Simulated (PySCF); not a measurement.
Isomers of C2H5N. Gas-phase values, no solvent. One relaxed conformer stands for each flexible species; it need not be the lowest. Strings in code marks are SMILES.

The T1 excitation (TDA) from two functionals at the same geometries (PBE0-D3(BJ)/def2-TZVP), both in PySCF: PBE-D3(BJ)/def2-TZVP and ωB97X-D3(BJ)/def2-TZVP. Excitations are Tamm–Dancoff values on a coarser integration grid. The basis has no diffuse functions, so Rydberg states are missing or too high.

```json
[
 {"species": "`C=CN`", "PBE-D3(BJ)/def2-TZVP (eV)": "4.13", "ωB97X-D3(BJ)/def2-TZVP (eV)": "4.25"},
 {"species": "`C=NC`", "PBE-D3(BJ)/def2-TZVP (eV)": "3.99", "ωB97X-D3(BJ)/def2-TZVP (eV)": "4.34"},
 {"species": "`C/C=N\\[H]`", "PBE-D3(BJ)/def2-TZVP (eV)": "4.41", "ωB97X-D3(BJ)/def2-TZVP (eV)": "4.82"}
]
```

Over these rows, drawn at random from the members with no instability flagged (it was tested for open shells, ions and some series alone), PBE minus ωB97X-D3(BJ): mean -0.29 eV, from -0.41 eV to -0.11 eV.
